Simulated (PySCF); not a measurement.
Caution: the restricted solution is unstable towards spin-unrestricted or complex orbitals, so a lower solution exists and this singlet may not be the ground state.  The multiplicity is imposed and other spin states were not computed.

## [Hf(CO)] (charge 0, multiplicity 1)

Method: TPSSh-D3(BJ)/def2-TZVP // PBE-D3(BJ)/def2-SVP (PySCF 2.14.0).

```yaml
HOMO: -4.31 eV
dipole_moment: 2.81 D
LUMO: -3.54 eV
HOMO–LUMO gap: 0.77 eV
charge on the central atom (Mulliken): 0.23 e
mean C–O bond length of the carbonyls: 1.181 Å
total_energy: -161.2356 Ha
cost: around 21 core-seconds (rough)
```

```xyz
3

Hf     0.2176     0.2321     0.1461
O      1.6056     2.9251     1.3949
C      1.1055     1.9549     0.9450
```
